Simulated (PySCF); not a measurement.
C₆ coefficients of unlike pairs at PBE0

Calculated with PySCF 2.14 from the dipole response of each species, C₆(A,B) = (3/π) ∫ α_A(iu) α_B(iu) du, in atomic units, from isotropic polarisabilities. For ions this is the dispersion term alone; charge-induced terms of lower order in 1/R come first.

| species | configuration | basis | relativity | α (bohr³) | C₆ (like pair) |
| --- | --- | --- | --- | --- | --- |
| V⁺ | [Ar] 3d4 (5D) | aug-cc-pVTZ-DK (8s7p5d3f2g) | spin-free X2C | 15.79 | 59.45 |
| Se²⁺ | [Ar] 3d10 4s2 4p2 (3P) | aug-cc-pVTZ-DK (7s6p4d2f) | spin-free X2C | 9.289 | 42.49 |
| Ga²⁺ | [Ar] 3d10 4s1 (2S) | aug-cc-pVQZ-DK (8s7p5d3f2g) | spin-free X2C | 9.888 | 29.13 |
| N²⁺ | [He] 2s2 2p1 (2P) | aug-cc-pVTZ-DK (5s4p3d2f) | spin-free X2C | 2.593 | 3.686 |

Question: Estimate C₆ for Ga²⁺ with Se²⁺.

Answer: The integral gives 34.50. The combination rule 2 C_A C_B / (C_A α_B/α_A + C_B α_A/α_B) gives 34.10 and the geometric mean 35.18.

No spin-orbit coupling is included.

The other pairs:

```csv
pair,C₆
"Se²⁺, V⁺",49.01
"N²⁺, V⁺",14.34
"Ga²⁺, V⁺",41.43
"N²⁺, Ga²⁺",10.04
"N²⁺, Se²⁺",12.45
```
